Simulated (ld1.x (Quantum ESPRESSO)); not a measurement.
# mercury (Hg) PAW: all-electron and pseudo phase curves

ld1.x (Quantum ESPRESSO) 7.5 input, shortened:

```
&input
   title='Hg', zed=80., rel=1, dft='PZ', iswitch=3,
   config='[Xe] 4f14 5d10 5f-2 6s0 6p0'
 /
 &inputp
   pseudotype=3, lpaw=.true., tm=.true., lloc=-1, rcloc=2.50,
   nlcc=.true., new_core_ps=.true.,
   which_augfun='PSQ', rmatch_augfun_nc=.true.
 /
7
6S  1  0   0.00   0.00  1.60  1.80  0.0
6S  1  0   0.00   2.20  1.60  1.80  0.0
6P  2  1   0.00   0.00  2.05  2.60  0.0
6P  2  1   0.00  -0.65  2.05  2.60  0.0
5D  3  2  10.00   0.00  1.40  1.55  0.0
5D  3  2   0.00  -1.55  1.40  1.55  0.0
5F  4  3  -2.00  -0.05  1.55  1.95  0.0
 &test
   configts(1)='5d10 6s0 6p0'
 /
```

The phase is arctan(r·u′/u) with u = r·R(r), unwrapped; energies in Ry, scanned from -4 to 5 Ry. A pole is an energy at which the radial function vanishes at the test radius. The pseudo phase is shifted by a multiple of π to meet the all-electron one at the reference energy, and phase errors are pseudo minus all-electron; the curves can meet again beyond the range given. Levels narrower than the energy grid can be missing from the lists of poles.

```tsv
channel	radius (bohr)	reference energy (Ry)	poles, all-electron	poles, pseudo	unbroken range about the reference energy with phases within 0.05 rad	phase error 1 Ry above the reference energy (rad)
s	2.85	-1.75	-0.74	-0.74	the whole range	+0.000
p	2.85	-1.11	0.72	0.71, 4.35	below 2.5	-0.000
d	2.85	-2.14	-2.00, 3.19	-2.00, 3.21	the whole range	-0.000
f	2.85	-0.05	1.72	1.75	below 3.1	+0.003
```

Note: ghost state, extra bound levels that the all-electron valence spectrum of the same l lacks: s at -63.1 eV. A true bound ghost makes a file unfit for plane-wave use.

Phases in the f channel:

```csv
E (Ry),all-electron,pseudo
-4.00,1.390,1.390
-3.52,1.377,1.377
-3.04,1.362,1.362
-2.56,1.341,1.341
-2.08,1.314,1.315
-1.60,1.276,1.276
-1.12,1.214,1.214
-0.64,1.097,1.097
-0.16,0.797,0.797
0.32,-0.285,-0.283
0.80,-1.199,-1.196
1.28,-1.458,-1.454
1.76,-1.580,-1.573
2.24,-1.669,-1.658
2.72,-1.767,-1.743
3.20,-1.930,-1.865
3.68,-2.421,-2.133
4.16,-3.834,-3.080
4.64,-4.364,-4.128
```
